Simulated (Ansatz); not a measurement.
**Question.** Name a neutral molecule of C, O, Zr and H with HOMO energy (ωB97M-V/def2-TZVPP) between -10.25 and -9.95 eV and LUMO energy (ωB97M-V/def2-TZVPP) between 0.75 and 1.05 eV (Ansatz, PBE0-D4/def2-TZVP geometry).

**Answer.** `CC[O][Zr]([OH])([OH])[O]CC` (-9.98 eV, 0.93 eV). Other molecules can fit too; these were computed, each in one conformer that needn't be the lowest.
